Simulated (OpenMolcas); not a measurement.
## Fe²⁺: effect of the IPEA shift

```yaml
Program: OpenMolcas
Basis: ANO-RCC-VTZP [6s5p3d2f1g]
Scalar_Hamiltonian: DKH2, point nucleus
Active_space: 12 electrons in 8 orbitals (RAS1 3p, at most 2 holes; RAS2 3d)
State_averaging: 2S+1 = 5 even, 5 roots; 2S+1 = 3 even, 45 roots; 2S+1 = 1 even, 44 roots
Spin-orbit_coupling: RASSI with atomic mean-field integrals over the reference wave functions, term energies averaged over their components
```

Methods on the same reference wave functions:
A. RASSCF
B. MS-RASPT2, IPEA 0 Eh, imaginary shift 0.1 Eh (closed shells correlated: 3s)
C. MS-RASPT2, IPEA 0.25 Eh, imaginary shift 0.1 Eh (closed shells correlated: 3s)

Energies in cm-1 above 3d6 5D4, the measured ground level; measured values from Corliss and Sugar, J. Phys. Chem. Ref. Data 11, 135 (1982).

```tsv
Level	A	B	C	Measured
3d6 5D4	0.0	0.0	0.0	0.0
3d6 5D3	439	442	441	436
3d6 5D2	749	750	750	739
3d6 5D1	948	948	949	932
3d6 5D0	1046	1045	1046	1027
3d6 3P2(1)	21358	18760	19770	19405
3d6 3P1(1)	22659	20050	21060	20688
3d6 3P0(1)	23196	20600	21610	21208
3d6 3H6	24167	19250	20070	20051
3d6 3F4(1)	24286	20740	21760	
3d6 3H5	24384	19470	20300	20301
3d6 3F3(1)	24597	20960	21990	21700
3d6 3H4	24605	19640	20460	
3d6 3F2(1)	24764	21120	22150	21857
3d6 3G5	28668	24000	24840	24559
3d6 3G4	29026	24380	25220	24941
3d6 3G3	29211	24560	25400	25142
3d6 1G4(1)	34075	30940	31490	30886
3d6 3D1	34953	30430	31380	
3d6 3D2	34979	30460	31400	
3d6 3D3	35114	30590	31530	30858
3d6 1S0	36241	34520	35530	34812
3d6 1I6	36278	29910	30540	30356
3d6 1D2	41454	36860	37350	35804
```

Deviations, from unrounded energies. A percentage is the sum of absolute deviations over the sum of measured energies, with the sign that they share, or ± where signs differ.

```json
{"Against measurement": "mean absolute deviation (cm-1)", "Levels": "19", "A": "2800", "B": "470", "C": "330"}
{"Against measurement": "fine structure of the ground term (%)", "Levels": "4", "A": "+1.5", "B": "+1.6", "C": "+1.6"}
{"Against measurement": "other terms of the ground configuration (%)", "Levels": "15", "A": "+13.8", "B": "±2.3", "C": "±1.6"}
```

C lies closest to measurement on these levels and A furthest from it. The largest miss of C in the table is 3d6 1D2, by +1500 cm-1. The ranking rests on the paired levels alone, and a cruder setting can come out closer through cancelling errors.

Between B and C the level of the table that moves most is 3d6 3F2(1), by 1000 cm-1 (lowest in B, highest in C). Moves below CASPT2's spread within the term are not significant.

The mean deviations of B to C differ by less than CASPT2's widest spread within a term (1600 cm-1), so their order carries little weight.

From A to B the spin-free energies of the other terms of 3d6 shown, above 5D, scale by factors of 0.79 to 0.95, as is usual when dynamic correlation screens the repulsion within a d or f shell.

The lowest spin-free term lies below A's lowest term by 0.444 hartree in B, 0.437 hartree in C.

CASPT2 breaks the degeneracy within a term, and the mean is taken; among the terms shown or strongly mixed into the levels shown the widest spread is 1600 cm-1 (3d6 1I, C). Active for correlation alone: 3p; no level in the range computed is led by a configuration that opens it, so any true level of that kind is missing. The CASPT2 spread within a term exceeds the gap to the next term for 3d6 3P(1) and 3d6 3H, 3d6 1I and 3d6 3D, 3d6 3D and 3d6 1G(1), so the order of their levels is uncertain (figures for B; the like holds for C). Without dynamic correlation excited terms often stand tens of per cent too high (terms of higher spin than the ground term too low), and those without a measured partner can miss by more than the paired ones (holds for A). Measured partners are found by configuration, term and J. A level has none where our copy of the source lacks it or the pairing is in doubt (some pairs that miss far off the trend of their configuration count as doubtful), and it then counts in no deviation. Only configurations of the active space appear. The table leaves out levels that lie high or whose names do not pair safely across all columns.

A number in round brackets counts repeated terms of one configuration in the order of the reference energies.
